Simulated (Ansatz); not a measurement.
Computed with Ansatz on PBE0-D4/def2-TZVP structures; ΔE is electronic, products minus reactants. CBS: MP2 limit from def2 TZ/QZ plus the TZ coupled-cluster correction, frozen cores. This one scheme is used for every species. Functionals use def2-TZVPP. HSE06 is defined as in plane-wave codes. One conformer a species, not always the lowest.

Consider the silylene formation by 1,1-elimination: `F[SiH]([SiH3])S` → `F[SiH3]` + `[SiH]S`.

```json
{"level": "B97M-V", "ΔE (kJ/mol)": "172.2"}
{"level": "HSE06-D4", "ΔE (kJ/mol)": "186.7"}
```

Question: What does CCSD(T)/CBS give? (An estimate is asked.)

Answer: Computed: +169.9 kJ/mol. The listed levels differ from it by 2.3, 16.8 kJ/mol.

Largest T1 diagnostic among the species: 0.016.

Leaving LDA and LC-ωPBE aside and taking each functional with its dispersion term where it has one, the values, not all of them listed here, spread over 35.6 kJ/mol, from BLYP-D4 to r2SCAN0-D4. LDA lies +30.9 kJ/mol from PBE without D4. The D4 term adds +15.3 kJ/mol with B3LYP and +8.5 kJ/mol with PBE0; it sums over pairs of atoms, weighted by their polarisabilities, and B3LYP, whose exchange is more repulsive, gets the larger term. At CCSD(T), def2-SVP lies −19.3 kJ/mol from the extrapolated value and def2-TZVPP −6.3 kJ/mol.

B3LYP here is the variant with VWN-RPA as its local correlation; programs differ in this.
